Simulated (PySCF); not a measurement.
# Does the structure fit the spectrum?

A compound C4H5F3O gives the data below (simulated from a calculation) and was assigned the structure `CCC(=O)C(F)(F)F`.

$^{13}$C{$^{1}$H} NMR (computed): δ 213.7 (C, q, J = 1.7 Hz), 136.6 (C, q, J = 342.2 Hz), 54.0 (CH2, q, J = 31.0 Hz), 31.8 (CH3).

$^{1}$H NMR (400 MHz, computed): δ 2.93 (q, J = 11.5 Hz, 2H), 2.31 (q, J = 1.8 Hz, 3H).

[PySCF 2.14: B3LYP/pcJ-1 coupling constants (spin–dipole term only in couplings to heteroatoms); geometry from PBE0-D3(BJ)/def2-SVP; shieldings: GIAO CAM-B3LYP/pcSseg-2; no solvent; one conformer; fast rotation and ring inversion assumed for equivalent nuclei; relativity neglected]

Chemical shifts δ = σref − σ; $^{1}$H, $^{13}$C against TMS, all at this level.

**Question.** Compare with the shifts computed for the proposed structure, pairing carbons in order of shift.

**Answer.** Numbering as in the mapped SMILES `[CH3:1][CH2:2][C:3](=[O:4])[C:5]([F:6])([F:7])[F:8]`; H(Xn) means a hydrogen on atom n.

| atom | computed for proposal | given list | difference |
| --- | --- | --- | --- |
| C3 | 209.8 | 213.7 | -3.9 |
| C5 | 127.0 | 136.6 | -9.6 |
| C2 | 32.9 | 54.0 | -21.1 |
| C1 | 7.3 | 31.8 | -24.5 |

The rms difference is 17.0 ppm and the largest -24.5 ppm at C1 (methyl carbon). The proposal doesn't fit.

**Question.** Which isomer fits?

**Answer.** `InChI=1S/C4H5F3O/c1-3(8)2-4(5,6)7/h2H2,1H3`.

Carbon types of the structure: 2 × C, 1 × CH2, 1 × CH3, which accounts for all hydrogens. δC 213.7: ketone carbonyl carbon; the double bond to the heteroatom, with no lone-pair donor beside it, deshields it most. δC 136.6: CF3 carbon; 3 electronegative neighbours deshield it. δH 2.93: hydrogen on an sp3 CH2 α to a carbonyl; α to C=O. δH 2.31: hydrogen on a methyl carbon α to a carbonyl; α to C=O.

The shifts were computed for this structure.

C–F couplings over four or more bonds (about 3 Hz to the para carbon of a fluoroarene) are left out. Common functionals overestimate the size of one-bond C–F couplings by tens of Hz; these are unscaled. Splittings below 1 Hz are ignored in the labels, and close J values are merged. Shifts are as computed, not scaled to solution data. Of 1211 compounds with measured shifts, 218 miss one by over three times the rms of a fit or turn the order of signals round; such compounds aren't used in these exercises.
